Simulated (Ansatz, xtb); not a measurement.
**Two structures of C2H3NOSe**

We compare a, a singlet given by its coordinates, with b, `N#CC[SeH]=O`, a singlet. Both are isolated molecules in the gas phase, relaxed with PBE0-D3(BJ)/def2-SVP; the shapes shown needn't be the lowest conformers.

a (Å):

```xyz
8

C     0.3392   -2.2587   -0.7329
C    -0.5799    1.2816    0.7953
N     0.1740    0.1973    0.4366
O    -1.7691    1.4642    0.6093
Se   -0.8170   -0.9988   -0.3826
H     1.3867   -2.1535   -0.4367
H    -0.0168   -3.1497   -1.2546
H     0.0547    2.0379    1.3145
```

Close contacts (Å): C1–Se5 1.75, C2–N3 1.37, C2–O4 1.22, N3–Se5 1.76, C1–H6 1.09, C1–H7 1.09, C2–H8 1.12.

b (Å):

```xyz
8

C    -0.4002   -0.3277   -0.6931
C     0.6465   -0.5977   -1.6457
N    -1.1933   -0.1289    0.1278
O     3.2478   -1.7390   -1.9447
Se    2.3778   -1.0603   -0.7433
H     0.4258   -1.4633   -2.2866
H     0.8649    0.2762   -2.2759
H     1.6653   -2.1935   -0.0292
```

Quicker runs give these differences E(b) − E(a): GFN2-xTB +3.27 kcal/mol; HF/STO-3G +7.81 kcal/mol (at GFN2-xTB geometries); r2SCAN-D4/def2-SVP +9.15 kcal/mol (at GFN2-xTB geometries).

Task: Estimate E(b) − E(a) at the level CCSD(T)/def2-SVP + ΔMP2/def2-TZVPP.

Result: Not settled: CCSD(T)/def2-SVP + ΔMP2/def2-TZVPP gives E(b) − E(a) = −1.29 kcal/mol, but this leans on the basis-set step: CCSD(T) alone gives +3.27 kcal/mol.

Level by level:

```
                             level              geometry  E(b) − E(a) (kcal/mol)  departure from the last row (kcal/mol)  job, with rough time for the two
                          GFN2-xTB              GFN2-xTB                     +3.27                                   +4.55              optimisation, 0.12 s
                         HF/STO-3G              GFN2-xTB                     +7.81                                   +9.10              single point, 0.24 s
                r2SCAN-D4/def2-SVP              GFN2-xTB                     +9.15                                  +10.43               single point, 1.3 s
              PBE0-D3(BJ)/def2-SVP  PBE0-D3(BJ)/def2-SVP                     +7.06                                   +8.35                optimisation, 28 s
                       HF/def2-SVP  PBE0-D3(BJ)/def2-SVP                     −0.41                                   +0.88           part of the CCSD(T) run
                      MP2/def2-SVP  PBE0-D3(BJ)/def2-SVP                     +0.03                                   +1.32           part of the CCSD(T) run
                  CCSD(T)/def2-SVP  PBE0-D3(BJ)/def2-SVP                     +3.27                                   +4.56                      single point
CCSD(T)/def2-SVP + ΔMP2/def2-TZVPP  PBE0-D3(BJ)/def2-SVP                     −1.29                                                        single point, 14 s
```

GFN2-xTB, HF/STO-3G, r2SCAN-D4/def2-SVP, PBE0-D3(BJ)/def2-SVP, CCSD(T)/def2-SVP put the two in the other order. HF/def2-SVP, MP2/def2-SVP find them nearly level. The largest departure from CCSD(T)/def2-SVP + ΔMP2/def2-TZVPP is that of r2SCAN-D4/def2-SVP, 10.43 kcal/mol. The last row adds to CCSD(T) the change of the MP2 difference between the two basis sets, here −4.56 kcal/mol, a large step that makes the value less sure.

With harmonic frequencies from PBE0-D3(BJ)/def2-SVP (ideal gas, rigid rotor, one conformer each, 298.15 K, 1 atm): on the last row, ΔE + ΔZPE = −2.38 kcal/mol. A mode under 50 cm⁻¹ makes harmonic enthalpies and free energies unreliable, so none is given.

The T1 diagnostic of structure a is large, so the coupled-cluster value is less sure. The correlated steps freeze 13 core orbitals; the filled d shell of Se is correlated, in a basis made for valence electrons. Codes used: Ansatz 0.2.0, xtb 6.7.1; the last row on 2 threads of AMD EPYC 9R45 96-Core Processor (Zen 5) on a shared host.
